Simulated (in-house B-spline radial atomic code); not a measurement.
Results of a calculation; reference values are marked as such.
# Ghost states of the separable form: Zr

Zr, [Kr] 4d2 5s2, non-relativistic PBE, spherical and spin-unpolarised, from an all-electron radial atomic-structure program (B-spline basis) (atomic units; all potentials screened as in the neutral atom).

Troullier-Martins channels: 5s (ε = -0.1571, r_c = 3.116 bohr), 4p (ε = -1.1849, r_c = 1.356 bohr), 4d (ε = -0.1456, r_c = 1.83 bohr). In the Kleinman-Bylander form one channel serves as the local potential, and each other channel l becomes |δV u><u δV|/<u|δV|u>, with δV = V_l − V_local and u the pseudo-orbital. Its strength is E_KB = <u|δV²|u>/<u|δV|u>. By the analysis of Gonze, Stumpf and Scheffler a spurious state lies below the reference level ε if E_KB > 0 and ε is above the second level of the local potential alone, or if E_KB < 0 and ε is above its first. The table's levels are those of angular momentum l in a sphere of 9 bohr, whose wall can lift a shallow ε a little above its free-atom value.

```csv
local,channel,<u δV u>,<u δV² u>,ε,first local level,second local level
d,s,0.14699,0.33101,-0.1551,-3.6043,-0.5305
d,p,0.24883,0.89263,-1.1849,-1.6279,-0.0869
s,d,-1.572,5.7817,-0.1454,0.0625,0.3193
s,p,-3.1265,12.34,-1.1849,-0.0643,0.1917
p,d,-0.053073,0.215,-0.1454,-0.1144,0.1243
p,s,0.14415,0.29752,-0.1551,-2.1801,-0.2063
```

(1) Apply the rule to each row.

Diagonalising the separable Hamiltonian gives:

| local | channel | three lowest levels | all-electron, two lowest valence levels |
| --- | --- | --- | --- |
| d | s | -2.4128, -0.1551, 0.1229 | -0.1551, 0.1247 |
| d | p | -1.1849, -0.0434, 0.2148 | -1.1849, -0.0436 |
| s | d | -0.1454, 0.1176, 0.4343 | -0.1454, 0.1148 |
| s | p | -1.1849, -0.0207, 0.2571 | -1.1849, -0.0436 |
| p | d | -0.1454, 0.1147, 0.4168 | -0.1454, 0.1148 |
| p | s | -0.6069, -0.1551, 0.1254 | -0.1551, 0.1247 |

(2) Which choices of local channel are safe?

## Answers

(1) Local d, channel s: E_KB = +2.25, so ε = -0.1551 is set against -0.5305: a ghost. Local d, channel p: E_KB = +3.59, so ε = -1.1849 is set against -0.0869: no ghost. Local s, channel d: E_KB = -3.68, so ε = -0.1454 is set against 0.0625: no ghost. Local s, channel p: E_KB = -3.95, so ε = -1.1849 is set against -0.0643: no ghost. Local p, channel d: E_KB = -4.05, so ε = -0.1454 is set against -0.1144: no ghost. Local p, channel s: E_KB = +2.06, so ε = -0.1551 is set against -0.2063: a ghost.

(2) Free of ghosts: s. With d local the s channel has a ghost 2.26 hartree below ε, since the local potential binds more than one state below ε, and a repulsive term of rank one raises each level at most to the next, so it clears only one of them. With p local the s channel has a ghost 0.45 hartree below ε, since the local potential binds more than one state below ε, and a repulsive term of rank one raises each level at most to the next, so it clears only one of them. Among the safe choices the second level, which tests transfer, is off by at most 22.9 millihartree (s local).
